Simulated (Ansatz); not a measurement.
Gas-phase electronic energies from Ansatz, PBE0-D4/def2-TZVP geometries. CCSD(T)/CBS is the MP2 limit (def2-TZVPP, def2-QZVPP) plus CCSD(T) − MP2 in def2-TZVPP, frozen cores. DFT in def2-TZVPP. B3LYP here is the variant with VWN-RPA as its local correlation; programs differ in this. Each species was taken in one conformer, which may not be the lowest.

Consider the formal exchange of groups at the Si–Si bond: `O[SiH2][SiH]([SiH3])Cl` + `C=C(N)[SiH3]` → `C=C(N)[SiH2][SiH3]` + `O[SiH2][SiH2]Cl`.

| level | ΔE (eV) |
| --- | --- |
| PBE0-D4 | 0.05 |
| ωB97M-V | 0.04 |
| B2PLYP | 0.05 |
| r2SCAN | 0.05 |
| PBE0 | 0.05 |
| B3LYP | 0.05 |
| CCSD/def2-TZVPP | 0.04 |
| HF/CBS(def2) | 0.05 |

(1) What does CCSD(T)/CBS give? (Best estimate.)

Largest T1 diagnostic among the species: 0.013.

## Answers

(1) Ansatz gave: +0.04 eV. The listed levels differ from it by 0.01, 0.00, 0.01, 0.01, 0.01, 0.01, 0.00, 0.01 eV.
